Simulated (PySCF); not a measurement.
## MF₂ across group 12

Level: PBE0, basis family def2-TZVP, scalar-relativistic core potentials from Rb on and no relativity for lighter atoms.

Each entry is the lowest minimum that a search over a few typed start shapes (and spin states, where more than one is plausible) found, or that minimum re-optimised at the stated level; isomers with ligand–ligand bonds, or fragments after loss of a ligand pair, can lie lower. Open shells are unrestricted; no spin–orbit coupling; PySCF with density fitting.

| molecule | 2S+1 | point group | mean bond to the central atom (Å) | polar-tensor charge of the central atom | atomisation (kJ/mol) | highest ω (cm⁻¹) |
| --- | --- | --- | --- | --- | --- | --- |
| ZnF₂ | 1 | D∞h | 1.732 | 1.22 | 767 | 767 |
| CdF₂ | 1 | D∞h | 1.922 | 1.25 | 635 | 645 |
| HgF₂ | 1 | D∞h | 1.918 | 1.12 | 506 | 657 |

The bond length does not run in one direction; the largest change, 0.190 Å, falls between ZnF₂ and CdF₂ among the members listed.

The 4d and 5d members differ by only 0.004 Å, the mark of the lanthanide contraction and relativistic shrinkage of 6s.

Spin–orbit coupling can matter for HgF₂.

Left out of the table are members whose search was unfinished or whose lowest solution was spin-contaminated, unstable, very soft or bonded differently.
